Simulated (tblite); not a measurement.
CH6FO3Si3 (doublet state).
SMILES with atom numbers: `[F:1][Si@@:2]1([O:3][SiH3:4])[O:5][CH:6][SiH2:7][O:8]1` (hydrogens: H9, H10, H11 on Si4; H12 on C6; H13, H14 on Si7)

Computed with GFN2-xTB (tblite), gas phase: L-BFGS steps from a force-field or distance-geometry start until the largest atomic force falls under 0.01 eV/Å.

Step 51: E = -750.3980 eV
```
atom  x, y, z in Å  |  force x, y, z in eV/Å
F1     -0.2281   -0.0813   -2.0497   -0.027   0.006   0.063
Si2    -0.0413   -0.0010   -0.4580   -0.018  -0.009  -0.065
O3     -1.4236    0.3543    0.2344   -0.033  -0.017  -0.035
Si4    -3.0147    0.6054   -0.0738    0.147  -0.006   0.028
O5      0.5232   -1.4583    0.0376    0.042  -0.023   0.006
C6      1.8260   -1.4544    0.3903    0.016  -0.035   0.009
Si7     2.6014    0.2228    0.2627    0.033  -0.044  -0.028
O8      1.1765    0.9853   -0.1186   -0.054   0.070  -0.032
H9     -3.5867   -0.6070   -0.6628    0.064   0.053   0.010
H10    -3.4968    0.8599    1.2801   -0.027   0.035  -0.044
H11    -3.0763    1.7392   -0.9943   -0.058  -0.032   0.044
H12     2.1963   -2.4215    0.6858   -0.015  -0.039   0.015
H13     3.4797    0.3830   -0.8945   -0.013   0.029  -0.005
H14     3.0639    0.8730    1.4800   -0.058   0.013   0.034
```

Step 52: E = -750.4010 eV
```
atom  x, y, z in Å  |  force x, y, z in eV/Å
F1     -0.2304   -0.0927   -2.0612   -0.042   0.000   0.037
Si2    -0.0394   -0.0092   -0.4715   -0.006   0.025  -0.043
O3     -1.4172    0.3570    0.2268   -0.024  -0.033  -0.064
Si4    -3.0112    0.6086   -0.0683    0.152   0.002   0.014
O5      0.5306   -1.4646    0.0237    0.004  -0.003   0.013
C6      1.8295   -1.4567    0.3911    0.021  -0.013   0.012
Si7     2.5980    0.2266    0.2706    0.086  -0.074  -0.054
O8      1.1793    0.9811   -0.1427   -0.084   0.050  -0.002
H9     -3.5896   -0.6012   -0.6541    0.064   0.034   0.006
H10    -3.4830    0.8647    1.2873   -0.032   0.034  -0.010
H11    -3.0936    1.7443   -0.9847   -0.033  -0.032   0.039
H12     2.1957   -2.4260    0.6867    0.000  -0.007   0.014
H13     3.4900    0.3854   -0.8797   -0.032   0.025   0.044
H14     3.0407    0.8821    1.4953   -0.074  -0.008  -0.007
```

Q: Estimate the geometry and energy of step 53. (The exact step hangs on the optimiser's Hessian estimate; all steps are aligned on step 52, rigid shifts and turns removed.)

A: E = -750.4039 eV, largest force 0.144 eV/Å
```
atom  x, y, z in Å  |  force x, y, z in eV/Å
F1     -0.2370   -0.1051   -2.0727   -0.046  -0.015  -0.016
Si2    -0.0369   -0.0192   -0.4865    0.005   0.056   0.012
O3     -1.4083    0.3637    0.2171    0.015  -0.058  -0.057
Si4    -3.0030    0.6133   -0.0610    0.094   0.013  -0.027
O5      0.5375   -1.4725    0.0108   -0.011   0.013   0.014
C6      1.8332   -1.4605    0.3922    0.004   0.000   0.008
Si7     2.5924    0.2294    0.2781    0.097  -0.092  -0.054
O8      1.1792    0.9766   -0.1645   -0.073   0.017   0.018
H9     -3.5862   -0.5927   -0.6453    0.053  -0.005  -0.001
H10    -3.4678    0.8698    1.2942   -0.034   0.036   0.042
H11    -3.1112    1.7472   -0.9756   -0.006  -0.012   0.027
H12     2.1982   -2.4323    0.6860   -0.001   0.042   0.008
H13     3.4974    0.3895   -0.8615   -0.021   0.024   0.045
H14     3.0118    0.8921    1.5080   -0.075  -0.019  -0.019
```

The energy changes by -0.0029 eV. The first-order estimate −F·Δx gives -0.0042 eV and the mean of the old and new forces, exact on a quadratic surface, -0.0029 eV. The step makes an angle of 77° with the force vector and moves no atom by more than 0.033 Å.

The cost below is that of the whole relaxation. Time: 2.2 s. Hardware: one thread, Intel Xeon at 2.50 GHz (x86_64), no GPU (shared host).
